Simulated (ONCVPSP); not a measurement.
**Ti ONCV: all-electron and pseudo phase curves**

* Element: Ti (Z = 22)
* Generator: ONCVPSP 4.0.1
* Type: optimised norm-conserving Vanderbilt (ONCV)
* Functional: PBE
* Relativity: scalar-relativistic
* Frozen core: [Ne]
* Valence charge: 12
* Reference configuration: 3s2 3p6 3d2 4s2
* Partial waves: 3s+4s: rc 1.40 bohr, ncon 4, nbas 7, qcut 9.1 1/bohr, 2 projectors; 3p: rc 1.15 bohr, ncon 3, nbas 8, qcut 7.9 1/bohr, 1 projector; 3d: rc 1.95 bohr, ncon 4, nbas 8, qcut 6.7 1/bohr, 1 projector
* Local potential: polynomial inside 1.10 bohr (lpopt 5, dvloc0 -1 Ha)
* Core correction: Teter function fitted to the true core (icmod 2), fcfact 0.3

The phase is arctan(r·R′/R) of the radial function R(r), unwrapped; energies in Ha, scanned from -4 to 5 Ha. A pole is an energy at which the radial function vanishes at the test radius. The pseudo phase is shifted by a multiple of π to meet the all-electron one at the reference energy, and phase errors are pseudo minus all-electron; the curves can meet again beyond the range given. Levels narrower than the energy grid can be missing from the lists of poles.

```json
{"channel": "s", "radius (bohr)": "1.42", "reference energy (Ha)": "-0.16", "poles, all-electron": "-1.23", "poles, pseudo": "-1.23", "unbroken range about the reference energy with phases within 0.05 rad": "the whole range", "phase error 1 Ha above the reference energy (rad)": "-0.000"}
{"channel": "p", "radius (bohr)": "1.17", "reference energy (Ha)": "-1.43", "poles, all-electron": "1.56", "poles, pseudo": "1.43", "unbroken range about the reference energy with phases within 0.05 rad": "below 3.8", "phase error 1 Ha above the reference energy (rad)": "-0.002"}
{"channel": "d", "radius (bohr)": "1.97", "reference energy (Ha)": "-0.16", "poles, all-electron": "0.26, 4.54", "poles, pseudo": "0.27", "unbroken range about the reference energy with phases within 0.05 rad": "below 0.8", "phase error 1 Ha above the reference energy (rad)": "+0.057"}
```

Phases in the s channel:

| E (Ha) | all-electron | pseudo |
| --- | --- | --- |
| -3.98 | 0.778 | 0.778 |
| -3.50 | 0.322 | 0.322 |
| -3.02 | -0.514 | -0.514 |
| -2.54 | -1.102 | -1.102 |
| -2.06 | -1.364 | -1.364 |
| -1.58 | -1.502 | -1.502 |
| -1.10 | -1.592 | -1.592 |
| -0.62 | -1.661 | -1.661 |
| -0.14 | -1.722 | -1.722 |
| 0.34 | -1.783 | -1.783 |
| 0.82 | -1.851 | -1.851 |
| 1.30 | -1.937 | -1.938 |
| 1.78 | -2.057 | -2.058 |
| 2.26 | -2.244 | -2.246 |
| 2.74 | -2.566 | -2.570 |
| 3.22 | -3.088 | -3.096 |
| 3.70 | -3.647 | -3.658 |
| 4.18 | -4.013 | -4.022 |
| 4.66 | -4.222 | -4.229 |
